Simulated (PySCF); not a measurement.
Geometry:
```
atom   x (Å)   y (Å)   z (Å)
  B1  -0.440  -0.735  -0.031
  C2   1.144  -0.770  -0.153
  C3   1.885  -0.006   0.943
  H4   1.405  -0.330  -1.135
  H5   1.510  -1.811  -0.197
  H6   2.979  -0.047   0.813
  H7   1.601   1.058   0.960
  H8   1.661  -0.413   1.942
  C9  -1.218   0.632   0.191
 C10  -0.884   1.711  -0.839
 H11  -0.954   1.005   1.199
 H12  -2.310   0.466   0.217
 H13  -1.430   2.649  -0.651
 H14   0.190   1.955  -0.838
 H15  -1.138   1.387  -1.861
 N16  -1.162  -1.929  -0.135
 H17  -2.172  -1.971  -0.091
 H18  -0.723  -2.832  -0.258
```

Geometry: PBE0-D3(BJ)/def2-SVP; GIAO shifts from PySCF, gas phase, non-relativistic, averaged over equivalent atoms.

At PBE0/pcSseg-1 (162 basis functions, 25 s wall time on 1 thread of an Arm Neoverse V1, shared host):
```tsv
atoms	δ (ppm)
B1	46.5
C2/C9	14.8
C3/C10	11.4
H17/H18	3.45
H6/H7/H8/H13/H14/H15	0.96
H4/H5/H11/H12	0.64
N16	106.5
```

δ = σ(ref) − σ, references computed at the same level: BF3·OEt2 for ¹¹B (σ = 100.73 ppm); ¹³C (σ = 184.41 ppm), ¹H (σ = 31.27 ppm) vs TMS; ¹⁵N (σ = 265.67 ppm) against NH3.

Q: Predict the values at KT2/pcSseg-1 on the same geometry.

A: 
```
               atoms  δ at KT2/pcSseg-1  change
                  B1               41.8    -4.7
               C2/C9               15.7    +0.9
              C3/C10               12.2    +0.8
             H17/H18               3.49   +0.04
H6/H7/H8/H13/H14/H15               0.98   +0.02
       H4/H5/H11/H12               0.71   +0.07
                 N16              105.4    -1.1
```

References, each an isolated molecule treated in the same way: ¹¹B (σ = 99.90 ppm) against BF3·OEt2; ¹³C (σ = 183.22 ppm), ¹H (σ = 31.18 ppm) against TMS; ¹⁵N (σ = 264.30 ppm) vs NH3.

The largest change is at B1 (boron bonded to 2 C, N). Cost: 162 basis functions, 27 s wall time on 1 thread of an Arm Neoverse V1, shared host.

A carbon bonded to boron is broadened by the quadrupolar boron nucleus and is often missing from a measured spectrum. Experimental scales use liquid or dissolved standards, which lie at an offset from isolated NH3 (liquid NH3: subtract about 20 ppm).
